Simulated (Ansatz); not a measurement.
H7AlGe2O (SMILES [OH][Al]([GeH3])[GeH3]), singlet, at a GFN2-xTB geometry (such geometries of metal compounds can be far from the true shape); Ansatz (a first-principles code) with HF/pcseg-2.

The Ansatz input:
Ansatz 0.2 input:
```yaml
crystal:
  periodic: [false, false, false]
  atoms:
    - {symbol: Al, position_ang: [0.49251558, -0.11744812, 0.35149524]}
    - {symbol: Ge, position_ang: [-1.24797148, -1.80705469, 0.44340746]}
    - {symbol: H, position_ang: [-0.73644956, -3.21130835, 0.20355562]}
    - {symbol: H, position_ang: [-1.88131308, -1.98738035, 1.80643903]}
    - {symbol: H, position_ang: [-2.47637965, -1.80078657, -0.43627740]}
    - {symbol: Ge, position_ang: [0.60871205, 1.95949620, -0.89962988]}
    - {symbol: H, position_ang: [1.73039521, 2.02336910, -1.91414509]}
    - {symbol: H, position_ang: [-0.53513847, 2.51893065, -1.71296281]}
    - {symbol: H, position_ang: [0.95942283, 3.15813685, -0.04442554]}
    - {symbol: O, position_ang: [1.80389333, -0.43016687, 1.28739059]}
    - {symbol: H, position_ang: [2.56191528, -0.61092918, 1.82837065]}
basis:
  gaussian:
    orbitals: pcseg-2
hamiltonian:
  xc: hf
```

The log (banner, timings and long lists left out):

```
Functional definition: HF
1827 factors; their error is unknown
mean field evaluation 1: about -121674.7873 eV, gradient 4.3e1 eV
mean field evaluation 2: about -121677.3426 eV, gradient 2.9e1 eV
mean field evaluation 4: about -121678.8080 eV, gradient 5.4e-1 eV
mean field evaluation 8: about -121680.9306 eV, gradient 1.3e0 eV
mean field -121680.93138732 eV, -4471.6917501864 hartree, gradient 8.6e-5 eV, S^2 0.000000; 0 other end points of the search recorded, 0 dependent functions left out
reference -121680.93138732 eV, -4471.6917501864 hartree; 46, 46 occupied and 202, 202 virtual orbitals, 1827 factors
Total energy: -121680.93138732 eV, -4471.6917501864 hartree
```
